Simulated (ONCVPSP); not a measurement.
## Transferability test, ONCV potential for O (Z = 8)

```
Element                 : O (Z = 8)
Generator               : ONCVPSP 4.0.1
Type                    : optimised norm-conserving Vanderbilt (ONCV)
Functional              : PBE
Relativity              : scalar-relativistic
Frozen core             : [He]
Valence charge          : 6
Reference configuration : 2s2 2p4
Partial waves           : 2s: rc 0.90 bohr, ncon 4, nbas 8, qcut 7.6 1/bohr, 2 projectors, debl 3.4 Ha; 2p: rc 1.25 bohr, ncon 3, nbas 6, qcut 8.6 1/bohr, 2 projectors, debl 3.1 Ha; d scattering state at 0.07 Ha: rc 0.90 bohr, ncon 4, nbas 8, qcut 10.1 1/bohr, local
Local potential         : the d channel
Core correction         : Teter function, fcfact 1.75, rcfact 1.35
```

Energies are relative to the spin-unpolarised reference configuration 2s2 2p4; without spin polarisation the order of configurations can differ from experiment.

```tsv
valence configuration	charge	ΔE all-electron (eV)	error AE − PS (meV)
2s2 2p3	+1	16.431	+16
2s2 2p2	+2	50.017	+151
2s2 2p1	+3	103.885	+634
```

Q: What are ΔE and the potential's error for 2s2 2p0?

A: ΔE = 180.790 eV all-electron; the error (AE − PS) is +1916 meV.

Levels in the configuration 2s2 2p2:

| level | all-electron (eV) | pseudo (eV) |
| --- | --- | --- |
| 2s | -58.346 | -58.296 |
| 2p | -43.242 | -42.984 |
